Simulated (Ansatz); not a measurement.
CaF2, charge -1, doublet, geometry from GFN2-xTB (such geometries of metal compounds can be far from the true shape) (a state made from the parent by changing its charge; the spin is typed, not shown lowest) (a gas-phase anion, which may not be bound at this level); B3LYP/def2-SV(P) (Ansatz, a first-principles code).

Input for Ansatz:
Ansatz 0.2 input:
```yaml
crystal:
  periodic: [false, false, false]
  atoms:
    - {symbol: Ca, position_ang: [0.00000000, 0.00000000, 0.00000000]}
    - {symbol: F, position_ang: [0.00000000, 0.00000000, 1.88609121]}
    - {symbol: F, position_ang: [-0.00000000, -0.00000000, -1.88609121]}
basis:
  gaussian:
    orbitals: def2-SV_P_.json
    point_charges:
      - {charge: 1.0, position_ang: [1.1599, 3.8299, -2.8037]}
hamiltonian:
  xc: b3lyp
total_charge: -1
magnetization: {spin_polarized: true, initial_magnetization: 1}
```
The basis file holds def2-SV(P) in the JSON format of the Basis Set Exchange.

Output, abridged:

```
Functional definition: B3LYP
536 factors; integrals over basis functions are off by at most 6.0e-4 eV
mean field evaluation 1: about -23872.2889 eV, gradient 8.9e0 eV
mean field evaluation 2: about -23872.0937 eV, gradient 1.3e1 eV
mean field evaluation 4: about -23872.5934 eV, gradient 3.4e-1 eV
mean field evaluation 8: about -23872.7408 eV, gradient 6.7e-2 eV
mean field evaluation 16: about -23872.7408 eV, gradient 4.7e-5 eV
mean field -23872.74078129 eV, -877.3070421876 hartree, gradient 4.7e-5 eV, S^2 0.750226; 0 other end points of the search recorded, 0 dependent functions left out
reference -23872.74095759 eV, -877.3070486666 hartree; 20, 19 occupied and 32, 33 virtual orbitals, 536 factors
Total energy: -23872.74095759 eV, -877.3070486666 hartree
```
